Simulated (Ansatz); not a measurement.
A run on F₂I₂Sn (`[F][Sn]([F])([I])[I]`) with other settings.

```yaml
crystal:
  periodic: [false, false, false]
  atoms:
    - {symbol: F, position_ang: [0.115933, -0.463575, 1.819382]}
    - {symbol: Sn, position_ang: [0.079890, 0.101491, 0.048209]}
    - {symbol: F, position_ang: [1.529215, -1.135140, -0.711810]}
    - {symbol: I, position_ang: [-2.193799, -0.792920, -1.030314]}
    - {symbol: I, position_ang: [0.530618, 2.398885, -0.264803]}
basis:
  gaussian: {orbitals: def2-mTZVPP}
total_charge: 1
magnetization: {spin_polarized: false, initial_magnetization: 1}
hamiltonian: {xc: {name: LC-wPBE}}
output: {forces: true}
```

```sh
$ ansatz run in.yaml --threads 4 --pin off --events-out ev --progress --plain --max-ram 10444MiB
```

Shortened log:

```
Functional definition: LC-wPBE
1307 factors; their error is unknown
463 factors; integrals over basis functions are off by at most 2.8e-5 eV
mean field evaluation 1: about -27444.6021 eV, gradient 8.8e1 eV
mean field evaluation 2: about -27396.2364 eV, gradient 1.8e2 eV
mean field evaluation 4: about -27456.8486 eV, gradient 1.2e1 eV
mean field evaluation 8: about -27457.2119 eV, gradient 1.5e-1 eV
mean field evaluation 16: about -27457.1989 eV, gradient 1.4e-2 eV
mean field evaluation 32: about -27457.1997 eV, gradient 2.1e-5 eV
mean field -27457.19970212 eV, -1009.0334778944 hartree, gradient 4.5e-8 eV, S^2 0.750000; 5 other end points of the search recorded, 0 dependent functions left out
reference -27457.19970212 eV, -1009.0334778947 hartree; 45, 44 occupied and 111, 112 virtual orbitals, 1307 factors
Total energy: -27457.19970212 eV, -1009.0334778947 hartree
Atom 0 at     0.115933    -0.463575     1.819382 Å, force    -0.424763    -0.353394     0.716803 eV/Å
Atom 1 at     0.079890     0.101491     0.048209 Å, force     3.192385    -5.092751    -0.348625 eV/Å
Atom 2 at     1.529215    -1.135140    -0.711810 Å, force    -2.414717     1.677596     0.822731 eV/Å
Atom 3 at    -2.193799    -0.792920    -1.030314 Å, force    -0.965997    -0.507049    -0.459322 eV/Å
Atom 4 at     0.530618     2.398885    -0.264803 Å, force     0.613093     4.275597    -0.731587 eV/Å
Dipole moment:    -1.223799     0.155172    -0.542204 e Å
```

Hardware: 4 threads of an Arm Neoverse V2 on a shared host. Wall time 19 s, peak host memory 0.66 GiB.
